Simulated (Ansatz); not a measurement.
H3Al (SMILES [AlH3]), singlet, geometry from GFN2-xTB (such geometries of metal compounds can be far from the true shape). Base run: SVWN5/def2-SVP (Ansatz, a program for electronic structure).

Geometry (Å):
```xyz
4

Al     0.0000     0.0000     0.0000
H      0.6428    -0.4551     1.3386
H     -0.2758     1.5068    -0.2562
H     -0.3670    -1.0516    -1.0823
```
Charge 0, spin multiplicity 1.
All else is at Ansatz's defaults.
Base energy -243.01190 Eh.

Variants of this job, named by their change:

```
change                                                           ΔE vs base (mEh)
---------------------------------------------------------------  ----------------
base                                                                        0.000
point_charge = charge:-1.0 position_ang:-3.0792, 2.985, -1.5295            -1.268
lower_state_search = light                                                  0.000
final_grid = 4, 8, 17                                                       0.010
point_charge = charge:0.5 position_ang:-0.1216, 4.3047, 1.4782             -2.669
lower_state_search = full                                                   0.000
nuclear_model = gaussian                                                      ___
lower_state_search = off                                                    0.000
final_grid = 10, 20, 41                                                     0.000
fitting.mean_field = def2-universal-JKFIT                                     ___
fitting.mean_field = cc-pVTZ-JKFIT                                         -0.017
```

**Question.** Some entries are withheld; supply them.

**Answer.** 
- nuclear_model = gaussian, ΔE vs base (mEh): 0.117
- fitting.mean_field = def2-universal-JKFIT, ΔE vs base (mEh): -0.088
